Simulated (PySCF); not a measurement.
Electronic structure of Zn (zinc, neutral) at the LDA level

Configuration: [Ar] 3d10 4s1 4p1, high-spin 3P determinant (an excited configuration). Calculation: PySCF 2.14, in def2-TZVPPD (6s6p4d2f1g, 67 functions); no relativity, point nucleus.

| Property | Result |
| --- | --- |
| Total energy | -1776.353 hartree |
| One-electron energy | -2479.818 hartree |
| Hartree (Coulomb) energy | 771.602 hartree |
| Exchange-correlation energy | -68.136 hartree |
| Kinetic energy | 1775.81160 hartree |
| ⟨S²⟩ | 2.0016 |
| ⟨L²⟩ | 2.005 |
| Sum of ⟨r⟩ | 22.75 bohr |
| Sum of ⟨r²⟩ | 40.38 bohr² |
| Traceless quadrupole moment −½Σ⟨3z² − r²⟩ along its main axis | -6.64 e·bohr² |
| Density at the nucleus (Gaussians lack the cusp) | 17900 bohr⁻³ |
| Spin density at the nucleus | 7.10 bohr⁻³ |
| Langevin diamagnetic susceptibility | -32.0 ×10⁻⁶ cm³/mol |

| shell | electrons | mean orbital energy (hartree) | spread (hartree) | rms radius, mean of both spins (bohr) |
| --- | --- | --- | --- | --- |
| 1s α | 1 | -345.06936 | 0 | 0.0592 |
| 1s β | 1 | -345.06719 | 0 | 0.0592 |
| 2s β | 1 | -41.62985 | 0 | 0.249 |
| 2s α | 1 | -41.62969 | 0 | 0.249 |
| 2p α | 3 | -36.75229 | 0.00228 | 0.221 |
| 2p β | 3 | -36.75190 | 0.00305 | 0.221 |
| 3s α | 1 | -4.64581 | 0 | 0.745 |
| 3s β | 1 | -4.64492 | 0 | 0.745 |
| 3p α | 3 | -3.09548 | 0.00749 | 0.782 |
| 3p β | 3 | -3.09382 | 0.00837 | 0.782 |
| 3d α | 5 | -0.47312 | 0.00777 | 1.04 |
| 3d β | 5 | -0.46490 | 0.01019 | 1.04 |
| 4s α | 1 | -0.28790 | 0 | 2.77 |
| 4p α | 1 | -0.09504 | 0 | 4.08 |
